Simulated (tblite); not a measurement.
C₁₀H₁₄.
SMILES: `CC(C)(C)C=C1C=CC=C1`

Computed with GFN2-xTB (tblite): harmonic, unscaled wavenumbers at the GFN2-xTB geometry, gas phase. The method is semi-empirical: single wavenumbers can be off by several per cent or more.

Harmonic wavenumbers (cm⁻¹): 74.5, 90.9, 145.2, 158.1, 204.0, 208.9, 260.3, 275.3, 315.3, 346.2, 387.0, 421.7, 514.7, 538.2, 606.0, 715.5, 778.5, 782.6, 802.5, 807.1, 847.3, 864.9, 867.7, 911.7, 959.4, 963.0, 964.5, 995.0, 1033.4, 1039.2, 1062.4, 1095.7, 1102.2, 1147.7, 1224.7, 1227.1, 1264.0, 1269.2, 1316.4, 1357.7, 1401.2, 1405.5, 1427.1, 1484.2, 1492.8, 1493.6, 1499.3, 1508.1, 1513.9, 1534.3, 1606.7, 1670.5, 3024.7, 3025.4, 3025.9, 3030.7, 3032.6, 3035.0, 3036.7, 3038.4, 3066.3, 3070.4, 3119.6, 3126.8, 3142.0, 3148.0.

A = 3002, B = 785.7, C = 721.6 MHz; mass 134.110 u (most abundant isotopes); point group Cs, symmetry number 1.

Q: What is the zero-point energy?

A: Half the sum of the wavenumbers: 45453 cm⁻¹ = 543.74 kJ/mol.

Q: Entropy at 200 K, 1 bar (ideal gas, RRHO, classical rotation)?

A: Translation 161.65, rotation 118.97, vibration 75.04: S = 355.7 J/(mol K).

Q: And Cp and H(200 K) − H(0)?

A: Cp = 128.51 J/(mol K), of which vibrations give 95.25 (their classical limit is 66 R = 548.8); H(200 K) − H(0) = 15.57 kJ/mol without the zero-point energy, 8.91 from vibrations.

Q: What must be added to the electronic energy to get the Gibbs energy at 200 K and 1 bar?

A: ZPE + [H(200 K) − H(0)] − T·S = 543.74 + 15.57 − 71.13 = 488.18 kJ/mol.

Q: Which modes carry the vibrational entropy at 200 K?

A: 74.5 cm⁻¹: 13.60; 90.9 cm⁻¹: 11.99; 145.2 cm⁻¹: 8.32; 158.1 cm⁻¹: 7.68; 204.0 cm⁻¹: 5.83; 208.9 cm⁻¹: 5.67 J/(mol K); the other 60 give 21.95 together.

Q: Blend soft modes into free rotors: weight 1/[1 + (100 cm⁻¹/ν̃)⁴] for the oscillator and the rest for a rotor with moment μB/(μ + B), μ = h/(8π²ν), B = 10⁻⁴⁴ kg m². What vibrational entropy results?

A: 73.15 J/(mol K) in place of 75.04, which changes −T·S at 200 K by +0.38 kJ/mol.

Q: How do the functions run with temperature in this model?

A: 
| T (K) | S (J/(mol K)) | Cp (J/(mol K)) | H − H(0) (kJ/mol) | G − H(0) (kJ/mol) | ln q(vib) |
| --- | --- | --- | --- | --- | --- |
| 100 | 285.6 | 78.9 | 5.17 | -23.39 | 1.15 |
| 300 | 417.7 | 182.1 | 31.05 | -94.27 | 6.42 |
| 500 | 535.5 | 283.2 | 78.03 | -189.72 | 12.22 |
| 800 | 692.3 | 382.8 | 179.26 | -374.55 | 21.01 |
| 1000 | 782.6 | 426.2 | 260.37 | -522.21 | 26.62 |

q(vib) and H(0) count from the zero-point level.

Hindered rotation and anharmonicity are outside this model.

The run took 0.97 s on an Arm Neoverse V2 with one thread, shared host with 192 logical CPUs at a one-minute load of 75. This covers the Hessian and the dipole derivatives.

The values belong to the conformer `[CH3:1][C:2]([CH3:3])([CH3:4])[CH:5]=[C:6]1[CH:7]=[CH:8][CH:9]=[CH:10]1`: C1–C2–C5–C6 180°.
